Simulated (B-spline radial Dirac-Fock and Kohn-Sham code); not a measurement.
## What relativity does to the binding energies of Ir⁹⁺

System: the Ir⁹⁺ ion, configuration 1s2 2s2 2p6 3s2 3p6 3d10 4s2 4p6 4d10 4f14 5s2 5p6.

Both columns are ΔSCF binding energies of the configuration average from a B-spline atomic structure program: non-relativistic Hartree-Fock with a point nucleus, and Dirac-Fock with a finite nucleus and the Coulomb interaction alone, averaged over the two j levels with weights 2j+1.

```tsv
shell	Hartree-Fock (eV)	Dirac-Fock (eV)	shift (eV)	shift (%)
1s	69906.7	76668.3	+6761.58	+9.67
2s	11832.9	13638.5	+1805.54	+15.26
2p	11347.1	11951.6	+604.57	+5.33
3s	2901.2	3350.2	+449.04	+15.48
3p	2673.8	2842.7	+168.86	+6.32
3d	2254.2	2235.1	-19.09	-0.85
4s	746.7	858.3	+111.58	+14.94
4p	648.6	687.9	+39.26	+6.05
4d	469.4	463.6	-5.79	-1.23
4f	230.6	217.5	-13.10	-5.68
5s	227.7	249.6	+21.92	+9.63
5p	191.2	197.4	+6.24	+3.26
```

Relativity binds 1s, 2s, 2p, 3s, 3p, 4s, 4p, 5s, 5p more strongly, among those listed most of all 3s in relative terms, and 3d, 4d, 4f more weakly, because the contracted s and p shells screen the nucleus better.

Values without a named source are computed, but for edge energies of neutral atoms, which are taken from tables.
